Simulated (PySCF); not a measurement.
**Basis-set dependence of population analyses: `C=C([SiH2]F)SC`**

Species: C3H7FSSi.
Z-matrix (Å and degrees, PBE0-D3(BJ)/def2-SVP geometry), rows numbered from 1:
```
C 
C   1  1.3445
Si  2  1.8747  1  118.87
F   3  1.6285  2  106.73  1     0.86
S   2  1.7507  1  126.91  3   179.57
C   5  1.7984  2  103.14  1    -0.88
H   1  1.0938  2  123.30  3  -179.80
H   1  1.0931  2  119.76  3     0.23
H   3  1.4883  2  111.51  1  -117.27
H   3  1.4880  2  111.40  1   118.88
H   6  1.1002  5  111.06  2   -60.41
H   6  1.1002  5  111.24  2    62.40
H   6  1.0983  5  106.28  2  -178.97
```

PBE0 throughout (PySCF), one geometry, spherical d and f functions. Isolated species at its PBE0-D3(BJ)/def2-SVP geometry (one conformer only). The first 7 of 10 kinds of atom are listed.

Mulliken charges (e):

```json
{"basis": "STO-3G", "functions": "45", "C1": "-0.205", "C2": "-0.281", "Si3": "+0.706", "F4": "-0.245", "S5": "+0.178", "C6": "-0.317", "H7": "+0.067"}
{"basis": "6-31G", "functions": "76", "C1": "-0.315", "C2": "-0.616", "Si3": "+1.015", "F4": "-0.473", "S5": "+0.379", "C6": "-0.764", "H7": "+0.168"}
{"basis": "pcSseg-0", "functions": "76", "C1": "-0.340", "C2": "-0.912", "Si3": "+1.202", "F4": "-0.502", "S5": "+0.322", "C6": "-0.922", "H7": "+0.227"}
{"basis": "6-31G*", "functions": "106", "C1": "-0.402", "C2": "-0.314", "Si3": "+0.788", "F4": "-0.416", "S5": "+0.186", "C6": "-0.704", "H7": "+0.175"}
{"basis": "cc-pVDZ", "functions": "127", "C1": "-0.022", "C2": "-0.341", "Si3": "+0.643", "F4": "-0.328", "S5": "+0.008", "C6": "-0.203", "H7": "+0.041"}
{"basis": "def2-SVP", "functions": "127", "C1": "-0.072", "C2": "-0.366", "Si3": "+0.779", "F4": "-0.355", "S5": "-0.040", "C6": "-0.181", "H7": "+0.049"}
{"basis": "aug-cc-pVDZ", "functions": "209", "C1": "+0.695", "C2": "+0.238", "Si3": "-0.065", "F4": "-0.611", "S5": "+0.280", "C6": "+0.133", "H7": "-0.525"}
{"basis": "6-311+G(2d,p)", "functions": "220", "C1": "-0.551", "C2": "+0.356", "Si3": "+0.763", "F4": "-0.454", "S5": "-0.297", "C6": "-0.532", "H7": "+0.124"}
{"basis": "def2-TZVP", "functions": "240", "C1": "-0.346", "C2": "-0.072", "Si3": "+0.491", "F4": "-0.331", "S5": "-0.049", "C6": "-0.401", "H7": "+0.136"}
{"basis": "cc-pVTZ", "functions": "286", "C1": "-0.295", "C2": "-0.108", "Si3": "+0.511", "F4": "-0.298", "S5": "-0.037", "C6": "-0.295", "H7": "+0.115"}
{"basis": "IGLO-III", "functions": "298", "C1": "-0.310", "C2": "-0.321", "Si3": "+1.095", "F4": "-0.502", "S5": "+0.228", "C6": "-0.547", "H7": "+0.097"}
{"basis": "pcSseg-2", "functions": "328", "C1": "-0.108", "C2": "-0.308", "Si3": "+0.934", "F4": "-0.431", "S5": "-0.012", "C6": "-0.151", "H7": "+0.068"}
```

IAO charges (e):

```
        basis  functions      C1      C2     Si3      F4      S5      C6      H7
       STO-3G         45  -0.302  -0.398  +0.896  -0.366  +0.256  -0.490  +0.117
        6-31G         76  -0.331  -0.375  +0.944  -0.504  +0.144  -0.521  +0.149
     pcSseg-0         76  -0.312  -0.402  +0.955  -0.491  +0.150  -0.518  +0.143
       6-31G*        106  -0.319  -0.410  +1.075  -0.523  +0.172  -0.507  +0.141
      cc-pVDZ        127  -0.331  -0.400  +1.059  -0.522  +0.177  -0.504  +0.143
     def2-SVP        127  -0.322  -0.406  +1.074  -0.522  +0.181  -0.495  +0.139
  aug-cc-pVDZ        209  -0.344  -0.399  +1.068  -0.535  +0.174  -0.511  +0.147
6-311+G(2d,p)        220  -0.342  -0.415  +1.097  -0.539  +0.186  -0.520  +0.147
    def2-TZVP        240  -0.341  -0.420  +1.111  -0.541  +0.193  -0.523  +0.147
      cc-pVTZ        286  -0.341  -0.413  +1.097  -0.537  +0.185  -0.521  +0.147
     IGLO-III        298  -0.344  -0.419  +1.106  -0.541  +0.195  -0.524  +0.147
     pcSseg-2        328  -0.340  -0.419  +1.108  -0.541  +0.190  -0.522  +0.147
```

Hirshfeld charges (e):

```csv
basis,functions,C1,C2,Si3,F4,S5,C6,H7
STO-3G,45,-0.113,-0.110,+0.458,-0.164,+0.041,-0.039,+0.016
6-31G,76,-0.106,-0.120,+0.421,-0.231,-0.002,-0.092,+0.045
pcSseg-0,76,-0.112,-0.119,+0.446,-0.221,+0.019,-0.097,+0.040
6-31G*,106,-0.101,-0.113,+0.398,-0.197,-0.009,-0.091,+0.044
cc-pVDZ,127,-0.110,-0.116,+0.402,-0.187,+0.026,-0.107,+0.041
def2-SVP,127,-0.115,-0.115,+0.410,-0.190,+0.034,-0.110,+0.041
aug-cc-pVDZ,209,-0.118,-0.128,+0.418,-0.204,+0.042,-0.124,+0.045
"6-311+G(2d,p)",220,-0.114,-0.133,+0.421,-0.205,+0.038,-0.116,+0.044
def2-TZVP,240,-0.114,-0.124,+0.410,-0.196,+0.035,-0.118,+0.044
cc-pVTZ,286,-0.114,-0.121,+0.408,-0.192,+0.032,-0.119,+0.043
IGLO-III,298,-0.122,-0.124,+0.409,-0.195,+0.050,-0.124,+0.042
pcSseg-2,328,-0.117,-0.126,+0.418,-0.201,+0.039,-0.124,+0.044
```

ESP-fitted charges (e):

```csv
basis,functions,C1,C2,Si3,F4,S5,C6,H7
STO-3G,45,-0.209,-0.026,+0.472,-0.175,-0.075,-0.212,+0.073
6-31G,76,-0.197,-0.170,+0.716,-0.369,-0.188,-0.270,+0.127
pcSseg-0,76,-0.192,-0.234,+0.803,-0.348,-0.175,-0.276,+0.135
6-31G*,106,-0.234,-0.137,+0.495,-0.243,-0.109,-0.423,+0.134
cc-pVDZ,127,-0.209,-0.161,+0.504,-0.251,-0.097,-0.345,+0.121
def2-SVP,127,-0.213,-0.167,+0.556,-0.261,-0.111,-0.304,+0.123
aug-cc-pVDZ,209,-0.255,-0.117,+0.488,-0.255,-0.115,-0.371,+0.134
"6-311+G(2d,p)",220,-0.265,-0.134,+0.519,-0.267,-0.104,-0.395,+0.141
def2-TZVP,240,-0.272,-0.106,+0.486,-0.249,-0.109,-0.360,+0.138
cc-pVTZ,286,-0.252,-0.116,+0.484,-0.243,-0.109,-0.352,+0.132
IGLO-III,298,-0.256,-0.137,+0.483,-0.247,-0.079,-0.407,+0.133
pcSseg-2,328,-0.265,-0.117,+0.543,-0.272,-0.122,-0.347,+0.137
```

Which scheme is steadiest as the basis changes?

Largest range over the bases for any column: Hirshfeld 0.09 e, IAO 0.21 e, ESP-fitted 0.33 e, Mulliken 1.27 e. Hirshfeld charges move least and Mulliken charges most, counted in e. Without the minimal STO-3G basis the ranges are Hirshfeld 0.06, IAO 0.17, ESP-fitted 0.32, Mulliken 1.27 e.

How much do the charges still move between the two largest bases, IGLO-III and pcSseg-2?

At most, over all atoms: Mulliken 0.396 e, IAO 0.006 e, Hirshfeld 0.011 e, ESP-fitted 0.060 e.

What do the same runs give for the total energy, the frontier levels and the dipole moment?

| basis | energy (Eh) | HOMO (eV) | LUMO (eV) | μ (D) |
| --- | --- | --- | --- | --- |
| STO-3G | -894.9685 | -3.42 | 3.88 | 1.07 |
| 6-31G | -905.4205 | -6.45 | -0.01 | 2.57 |
| pcSseg-0 | -904.2701 | -6.66 | -0.28 | 2.37 |
| 6-31G* | -905.5435 | -6.32 | -0.04 | 2.16 |
| cc-pVDZ | -905.5909 | -6.39 | -0.22 | 2.21 |
| def2-SVP | -905.2066 | -6.41 | -0.28 | 2.20 |
| aug-cc-pVDZ | -905.6143 | -6.52 | -0.58 | 2.29 |
| 6-311+G(2d,p) | -905.6795 | -6.52 | -0.60 | 2.32 |
| def2-TZVP | -905.7062 | -6.49 | -0.51 | 2.26 |
| cc-pVTZ | -905.7013 | -6.49 | -0.44 | 2.23 |
| IGLO-III | -905.7080 | -6.47 | -0.52 | 2.27 |
| pcSseg-2 | -905.7198 | -6.53 | -0.57 | 2.29 |

The dipole is fixed by the density alone, so its range of 1.50 D shows that the density itself changes with the basis, not only its division among atoms.
